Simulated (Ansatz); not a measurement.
Reactions of `ClCC(Cl)CCl`.

Program: Ansatz. Geometries: PBE0-D4/def2-TZVP. ΔE: electronic, gas phase. CCSD(T)/CBS adds triple-zeta CCSD(T) − MP2 to the extrapolated MP2 energy (def2 sets, frozen cores). This one scheme is used for every species. DFT in def2-TZVPP. Elements past krypton have def2 core potentials. For Sn outer-core shells are correlated without core-valence functions, which leaves a few kJ/mol of doubt a bond. One conformer a species, not always the lowest.

```csv
reaction,CCSD(T)/CBS(def2) (kJ/mol)
`ClCC(Cl)CCl` + `C#C` → `C#CCCl` + `ClCCCl`,1
`ClCC(Cl)CCl` + `[F][SnH3]` → `[F][SnH2][CH2]Cl` + `ClCCCl`,-16
`ClCC(Cl)CCl` + `[SiH3]Cl` → `ClC[SiH2]Cl` + `ClCCCl`,-29
`ClCC(Cl)CCl` + `N=C[SiH3]` → `N=C([SiH3])CCl` + `ClCCCl`,?
```

(1) Fill in the missing values. (Estimate.)

Largest T1 diagnostic: 0.014, for `[F][SnH3]`.

Results:

(1) Ansatz gave: `ClCC(Cl)CCl` + `N=C[SiH3]` → `N=C([SiH3])CCl` + `ClCCCl`: -16.3 kJ/mol.
